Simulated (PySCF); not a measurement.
BiHCl2, SMILES [Cl][BiH][Cl].

Geometry: PBE0-D3(BJ)/def2-TZVP. The def2 effective core potentials stand for the cores of Bi; spin–orbit coupling is left out.

The numbers are results of TDA-ωB97X/def2-SVPD in PySCF, not measurements.

Vertical excitations. Isolated molecule, no solvent. State labels are in the subgroup Cs.

**Question.** List the lowest excited states. (Estimate from the structure and the level; the computed values follow.)

**Answer.** 
| state | symmetry | energy (eV) | λ (nm) | f | main pairs |
|---|---|---|---|---|---|
| S1 | A' | 4.92 | 252 | 0.031 | HOMO→LUMO 94 % |
| S2 | A" | 5.17 | 240 | 0.021 | HOMO→LUMO+1 91 % |
| S3 | A" | 5.90 | 210 | 0.007 | HOMO−1→LUMO 64 %, HOMO−2→LUMO+1 27 % |
| S4 | A' | 6.01 | 206 | 0.027 | HOMO−2→LUMO 57 %, HOMO−1→LUMO+1 31 % |
| S5 | A" | 6.12 | 202 | 0.008 | HOMO−3→LUMO 86 % |
| S6 | A' | 6.27 | 198 | 0.014 | HOMO−1→LUMO+1 56 %, HOMO−2→LUMO 27 %, HOMO−3→LUMO+1 9 % |
| S7 | A' | 6.50 | 191 | 0.001 | HOMO−3→LUMO+1 75 % |
| S8 | A' | 6.93 | 179 | 0.131 | HOMO→LUMO+2 76 %, HOMO−4→LUMO 12 % |
| S9 | A" | 6.98 | 178 | 0.107 | HOMO−2→LUMO+1 58 %, HOMO−5→LUMO 17 %, HOMO−1→LUMO 16 % |
| S10 | A' | 7.13 | 174 | 0.062 | HOMO−4→LUMO 61 %, HOMO→LUMO+2 15 % |
| T1 | A' | 4.35 | 285 | 0 | HOMO→LUMO 93 % |
| T2 | A" | 4.57 | 271 | 0 | HOMO→LUMO+1 92 % |
| T3 | A" | 5.39 | 230 | 0 | HOMO−1→LUMO 84 % |
| T4 | A' | 5.52 | 225 | 0 | HOMO−2→LUMO 77 % |
Triplets are in the Tamm–Dancoff approximation.
